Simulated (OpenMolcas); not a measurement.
# Cl²⁺: effect of the basis set

- Program: OpenMolcas 26.06
- Method: RASSCF
- Active space: 5 electrons in 9 orbitals (RAS2 3s 3p; RAS3 3d, at most 2 electrons)
- State averaging: 2S+1 = 4 odd, 1 root; 2S+1 = 2 odd, 11 roots; 2S+1 = 4 even, 3 roots; 2S+1 = 2 even, 9 roots
- Spin-orbit coupling: state interaction with AMFI integrals over the reference wave functions, term energies averaged over their components

A. ANO-RCC-VTZP [5s4p2d1f], DKH2, point nucleus; cost of the order of 20 core-seconds
B. ANO-R2 [5s4p3d1f], X2C, finite nucleus; cost about 26 core-seconds
C. ANO-RCC-VQZP [6s5p3d2f1g], DKH2, point nucleus; cost of the order of 22 core-seconds
D. ANO-RCC [8s7p5d4f2g], DKH2, point nucleus; cost of the order of 40 core-seconds

Energies in eV above 3s² 3p³ ⁴S°_3/2, the measured ground level; measured values from Moore, Atomic Energy Levels, vol. I, NSRDS-NBS 35 (1971 reprint of NBS Circular 467, 1949).

```json
{"Level": "3s² 3p³ ⁴S°_3/2", "A": "0.0000", "B": "0.0000", "C": "0.0000", "D": "0.0000", "Measured": "0.0000"}
{"Level": "3s² 3p³ ²D°_3/2", "A": "2.7131", "B": "2.7053", "C": "2.7391", "D": "2.7371", "Measured": "2.2383"}
{"Level": "3s² 3p³ ²D°_5/2", "A": "2.7195", "B": "2.7115", "C": "2.7452", "D": "2.7433", "Measured": "2.2466"}
{"Level": "3s² 3p³ ²P°_1/2", "A": "4.2168", "B": "4.2141", "C": "4.2502", "D": "4.2491", "Measured": "3.6962"}
{"Level": "3s² 3p³ ²P°_3/2", "A": "4.2228", "B": "4.2200", "C": "4.2558", "D": "4.2549", "Measured": "3.7080"}
{"Level": "3s 3p⁴ ⁴P_5/2", "A": "12.2683", "B": "12.2041", "C": "12.2711", "D": "12.2102", "Measured": "12.2149"}
{"Level": "3s 3p⁴ ⁴P_3/2", "A": "12.3381", "B": "12.2722", "C": "12.3391", "D": "12.2785", "Measured": "12.2906"}
{"Level": "3s 3p⁴ ⁴P_1/2", "A": "12.3785", "B": "12.3116", "C": "12.3785", "D": "12.3180", "Measured": "12.3333"}
{"Level": "3s 3p⁴ ²D_3/2", "A": "15.8400", "B": "15.7095", "C": "15.8529", "D": "15.7217", "Measured": ""}
{"Level": "3s 3p⁴ ²D_5/2", "A": "15.8421", "B": "15.7121", "C": "15.8549", "D": "15.7241", "Measured": ""}
```

Deviations, from unrounded energies. A percentage is the sum of absolute deviations over the sum of measured energies, with the sign that they share, or ± where signs differ.

```
                        Against measurement  Levels      A      B      C      D
             mean absolute deviation (cm-1)       7   2500   2300   2600   2500
other terms of the ground configuration (%)       4  +16.7  +16.5  +17.7  +17.6
                   other configurations (%)       3   +0.4   -0.1   +0.4   -0.1
```

B lies closest to measurement on these levels and C furthest from it. The largest miss of B in the table is 3s² 3p³ ²P°_1/2, by +4200 cm-1. The ranking rests on the paired levels alone, and a cruder setting can come out closer through cancelling errors.

Among A to D the level of the table that moves most is 3s 3p⁴ ²D_3/2, by 1200 cm-1 (lowest in B, highest in C).

Some terms mix strongly with configurations of 3d, whose occupation reaches 0.30 (3s 3p⁴ ⁴P, 3s 3p⁴ ²D) (figures for A; the like holds for B, C, D). The run also gave levels led by 3s² 3p² 3d, which use shells meant for correlation; these and all levels above them are left out (holds for A; B; C). The run also gave levels led by 3s 3p³ 3d, 3s² 3p² 3d, which use shells meant for correlation; these and all levels above them are left out (holds for D). Computed and measured levels are paired by configuration, term and J; levels that our copy of the source lacks, or whose pairing is in doubt (as where it misses far off the trend of its configuration), stay unpaired and out of the deviations. Levels of configurations outside the active space are missing. Levels that lie high or do not pair safely by name in every column are left out.

° marks odd parity.
